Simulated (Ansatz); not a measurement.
The same path of AlFH2O2 + H2 (8 atoms, charge 0, multiplicity 1) was run twice with different band settings. Lost on the way: H7–H8. Made: Al1–H7, F2–H8.

The calculation used RKS PBE/6-31G* in Ansatz 0.2.0.

Relaxed end points:

```xyz
8
Properties=species:S:1:pos:R:3
Al -0.024 -0.463 -0.138
F 0.062 -0.627 1.525
O 1.394 -0.457 -1.102
H 2.246 -0.562 -0.645
O -1.535 -0.367 -0.943
H -2.337 -0.391 -0.393
H 0.052 2.377 0.949
H 0.078 1.775 1.402
```

```xyz
8
Properties=species:S:1:pos:R:3
Al -0.006 0.423 -0.108
F 0.072 0.103 1.913
O 1.495 -0.204 -0.692
H 1.534 -1.025 -1.210
O -1.587 -0.104 -0.567
H -1.730 -0.956 -1.011
H 0.062 1.963 0.422
H 0.096 1.084 1.908
```

Common settings: spring 5.0 eV/Å²; optimiser quadratic models (default); start path through a guess of the saddle point; force threshold 0.05 eV/Å; iteration limit 60; end points relaxed.

| run | movable images | climbing image |
| --- | --- | --- |
| 1 | 5 | yes |
| 2 | 4 | no |

(1) What does each run give, and how far can it be trusted?

Answers

(1) Run 1: converged after 26 iterations, highest image 1.333 eV above the first end. The highest image is an end point: on this band no image between the ends rises above it. Inner images lie up to 0.012 eV below the lower end, so the ends aren't the lowest states on this path. Between wells the path still climbs a hump at image 2, 0.05 eV above the well before it.
Run 2: converged after 22 iterations, highest image 1.333 eV above the first end. The highest image is an end point: on this band no image between the ends rises above it. Inner images lie up to 0.016 eV below the lower end, so the ends aren't the lowest states on this path. Between wells the path still climbs a hump at image 2, 0.03 eV above the well before it.
The orbitals stay closed-shell, which can raise the energy where a bond breaks towards radicals; this wasn't checked here.
